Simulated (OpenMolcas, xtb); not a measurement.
**How methods differ on ZnSiH2O**

The species is ZnSiH2O (5 atoms), meant as a singlet with charge 0. The shape comes from GFN2-xTB, which is rough for such elements, and wasn't checked as a minimum.

```xyz
5

O     1.5476   -0.5142   -0.0604
Si    0.2418    0.2324   -0.2307
Zn   -1.1074   -1.3047    1.2278
H    -0.6058    0.1132   -1.4271
H    -0.0762    1.4732    0.4906
```

Quantity: the dipole moment, in D. The values are calculated.

| level | kind | program | value (D) | CPU time |
| --- | --- | --- | --- | --- |
| GFN2-xTB | semi-empirical | xtb | 3.97 | under 2 s |
| GFN0-xTB | semi-empirical | xtb | 5.57 | under 2 s |
| GFN1-xTB | semi-empirical | xtb | 5.63 | under 2 s |
| HF/STO-3G | Hartree–Fock | OpenMolcas | 3.09 | 4.2 s |
| HF/3-21G | Hartree–Fock | OpenMolcas | 4.33 | 2.3 s |
| HF/def2-SVP | Hartree–Fock | OpenMolcas | 5.22 | 4.6 s |
| HF/cc-pVTZ-DK (DKH2, RICD fitting) | Hartree–Fock | OpenMolcas | 4.96 | 21 s |
| SVWN5/6-31G** (spherical functions) | LDA | OpenMolcas | 3.66 | 14 s |
| PBE0/3-21G | global hybrid | OpenMolcas | 3.66 | 8.2 s |
| B3LYP/6-31G* (spherical functions) | global hybrid | OpenMolcas | 3.85 | 17 s |

The values span 3.09 to 5.63 D. Sets without polarisation functions give poor dipoles. CPU times are rough (shared hosts, several kinds of processor): they show what a rung costs within a factor of a few.
